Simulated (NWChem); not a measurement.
CH₅Ga; SMILES [CH3][GaH2]

```xyz
7

Ga     0.0013     0.4115     0.0010
H     -1.3706     1.1885    -0.0069
H      1.3431     1.2376    -0.0073
C      0.0057    -1.5558     0.0021
H     -0.6709    -1.9452     0.7796
H      1.0071    -1.9831     0.1531
H     -0.3829    -1.9207    -0.9639
```
Atoms are numbered in this order, from 1.

Coordinates come from a PBE0/def2-SVP optimisation.

List the 4 lowest vertical singlet excitations from CAM-B3LYP/def2-SVPD, TDA (NWChem).


```
state  energy (eV)  oscillator strength  leading excitation (squared amplitude)
-----  -----------  -------------------  --------------------------------------
S1            5.19                0.002                      HOMO → LUMO (0.99)
S2            5.31                0.000                    HOMO−1 → LUMO (0.99)
S3            7.45                0.073                    HOMO → LUMO+1 (0.88)
S4            7.79                0.091                  HOMO−1 → LUMO+1 (0.95)
```
